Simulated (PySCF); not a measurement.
Computed Raman spectrum (relative Raman activity) of a molecule C3H8BN. Coordinates come from a B3LYP-D3(BJ)/def2-SVP optimisation. Other conformers were not sampled. All values below come from B3LYP-D3(BJ)/def2-SVP run with PySCF. Harmonic, unscaled wavenumbers; measured fundamentals usually lie a few per cent lower.

Lines under 2 % of the strongest are left out, and lines within 2 cm⁻¹ are merged.

ν (cm⁻¹): 86 (vw), 681 (vw), 716 (vw), 1030 (vw), 1299 (w), 1321 (w), 1375 (w), 1434 (w), 1440 (w), 1458 (w), 1600 (vw), 1683 (m), 3012 (vs), 3080 (m), 3100 (m), 3103 (m), 3112 (vs), 3192 (s), 3583 (s), 3683 (m) (against the strongest line: vs over 80 %, s over 45 %, m over 15 %, w over 4 %, vw less)

Task: Pick the molecule that these values belong to.
(A) BC.CC#N
(B) C=CB(C)N
(C) NB1CCC1

Result: B, C=CB(C)N
